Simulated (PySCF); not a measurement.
Bonds (- single, = double, # triple, : aromatic): Si1-O2, O2-Si3, Si3-O4, O4-Si5, Si3-O6, O6-Si7, Si7-S8. Si1 carries H9, H10, H11; Si3 carries H12; Si5 carries H13, H14, H15; Si7 carries H16, H17; S8 carries H18.

Geometry: PBE0-D3(BJ)/def2-SVP; GIAO shifts from PySCF, gas phase, non-relativistic, averaged over equivalent atoms.

At HF/pcSseg-1 (221 basis functions, 48 s wall time on 1 thread of an Arm Neoverse N1, shared host):
```tsv
atoms	δ (ppm)
Si7	-26.0
Si1/Si5	-43.5
Si3	-75.6
O6	68.6
O2/O4	32.7
S8	-197.1
H16/H17	4.84
H9/H10/H11/H13/H14/H15	4.58
H12	3.72
H18	1.62
```

References, each an isolated molecule treated in the same way: ²⁹Si (σ = 393.43 ppm) and ¹H (σ = 31.69 ppm) against TMS; H2O for ¹⁷O (σ = 333.31 ppm); ³³S (σ = 513.52 ppm) against CS2.

Predict the values at PBE0/pcSseg-1 on the same geometry.

Results:


| atoms | δ at PBE0/pcSseg-1 | change |
| --- | --- | --- |
| Si7 | -19.8 | +6.2 |
| Si1/Si5 | -37.8 | +5.7 |
| Si3 | -71.7 | +3.9 |
| O6 | 104.0 | +35.4 |
| O2/O4 | 55.7 | +23.0 |
| S8 | -164.6 | +32.5 |
| H16/H17 | 5.46 | +0.62 |
| H9/H10/H11/H13/H14/H15 | 5.15 | +0.57 |
| H12 | 4.27 | +0.55 |
| H18 | 1.78 | +0.16 |

δ = σ(ref) − σ, references computed at the same level: ²⁹Si (σ = 351.99 ppm) and ¹H (σ = 31.27 ppm) vs TMS; H2O for ¹⁷O (σ = 334.56 ppm); ³³S (σ = 495.66 ppm) against CS2.

The largest change is at O6 (oxygen bonded to 2 Si). Cost: 221 basis functions, 82 s wall time on 1 thread of an Arm Neoverse N1, shared host.

Experimental scales use liquid or dissolved standards, which lie at an offset from isolated H2O (liquid H2O: subtract about 36 ppm).
